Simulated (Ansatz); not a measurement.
Calculation: frozen-core CCSD(T)/def2-TZVPP // r2SCAN-D4/def2-TZVP run with Ansatz (a first-principles code).

Ansatz 0.2 input:
```yaml
crystal:
  periodic: [false, false, false]
  atoms:
    - { symbol: Ge, position_ang: [0.000192, -0.000608, 0.347271] }
    - { symbol: H, position_ang: [-0.257032, 1.440607, -0.1131] }
    - { symbol: H, position_ang: [-1.11901, -0.942541, -0.116789] }
    - { symbol: H, position_ang: [1.375851, -0.497457, -0.117384] }
basis:
  gaussian: { orbitals: def2-TZVPP }
correlation:
  method: ccsd_t
magnetization:
  spin_polarized: true
  initial_magnetization: 1
```

Output:

```
Functional definition: HF
544 factors; integrals over basis functions are off by at most 8.4e-4 eV
mean field evaluation 1: about -56519.3065 eV, gradient 7.3e0 eV
mean field evaluation 2: about -56519.3071 eV, gradient 7.3e0 eV
mean field evaluation 4: about -56519.9067 eV, gradient 1.7e0 eV
mean field evaluation 8: about -56519.9238 eV, gradient 4.3e-4 eV
mean field evaluation 16: about -56519.9219 eV, gradient 1.3e-1 eV
mean field -56519.92375516 eV, -2077.0688874218 hartree, gradient 2.0e-6 eV, S^2 0.754914; 0 other end points of the search recorded, 0 dependent functions left out
9 core orbitals not correlated
reference -56519.92375516 eV, -2077.0688874218 hartree; 9, 8 occupied and 72, 73 virtual orbitals, 544 factors
second order -6.81423269 eV of doubles, -0.00000000 eV of singles
cycle   1  -6.93291403 eV  change   -1.2e-1 eV  update   7.0e-2
cycle   2  -7.23383492 eV  change   -3.0e-1 eV  update   2.3e-2
cycle   3  -7.26563515 eV  change   -3.2e-2 eV  update   1.0e-2
cycle   4  -7.26375061 eV  change    1.9e-3 eV  update   2.9e-3
cycle   5  -7.26402607 eV  change   -2.8e-4 eV  update   9.3e-4
cycle   6  -7.26374415 eV  change    2.8e-4 eV  update   3.9e-4
cycle   7  -7.26382087 eV  change   -7.7e-5 eV  update   1.4e-4
cycle   8  -7.26386539 eV  change   -4.5e-5 eV  update   4.6e-5
cycle   9  -7.26386087 eV  change    4.5e-6 eV  update   1.4e-5
perturbative correction -0.21695660 eV, -0.0079730080 hartree
Total energy: -56527.40457263 eV, -2077.3438023932 hartree
```

Cost: very roughly 11 core-seconds.
